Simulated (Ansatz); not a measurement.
C3H9NSi can be A, `C[Si]N(C)C`, or B, `C=CN[SiH2]C`.

Isolated molecules relaxed with PBE0-D4/def2-TZVP in Ansatz; ΔE leaves out vibrations. CCSD(T)/CBS is the MP2 limit (def2-TZVPP, def2-QZVPP) plus CCSD(T) − MP2 in def2-TZVPP, frozen cores. Functionals use def2-TZVPP. B3LYP here is the variant with VWN-RPA as its local correlation; programs differ in this. Each species was taken in one conformer, which may not be the lowest.

Q: Which isomer does CCSD(T)/CBS put lower? Give the gap. (Best estimate.)

A: Ansatz gave: B, by 17.6 kcal/mol.

Q: Give E(B) − E(A) in kcal/mol with B2PLYP, CCSD(T)/def2-TZVPP, HF/def2-TZVPP, PBE0-D4, r2SCAN-D4, ωB97M-V, B3LYP-D4. (An estimate is asked.)

A: The calculation gave: B2PLYP -19.1, CCSD(T)/def2-TZVPP -16.6, HF/def2-TZVPP -25.2, PBE0-D4 -16.9, r2SCAN-D4 -20.1, ωB97M-V -16.5, B3LYP-D4 -18.1. None reverses the order clearly.

Largest T1 diagnostic: 0.014.

From PBE to PBE0 (25 % exact exchange), in def2-TZVPP and without D4, E(B) − E(A) moves by −1.3 kcal/mol. The D4 term adds +1.5 kcal/mol with B3LYP and +0.8 kcal/mol with PBE0; it sums over pairs of atoms, weighted by their polarisabilities, and B3LYP, whose exchange is more repulsive, gets the larger term.
